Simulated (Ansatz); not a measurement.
Ansatz (a program for electronic structure) input:

Ansatz 0.2 input:
```yaml
crystal:
  periodic: [false, false, false]
  atoms:
    - {symbol: Ag, position_ang: [-0.00000000, -0.00000000, -0.61299834]}
    - {symbol: Cl, position_ang: [0.00000000, 0.00000000, 1.69476013]}
basis:
  gaussian:
    orbitals: def2-TZVPD
hamiltonian:
  xc: {name: wB97X}
```

Task: Which total energy does the run end on?

Result: -607.25465 Eh (wB97X/def2-TZVPD). The basis has 86 functions.
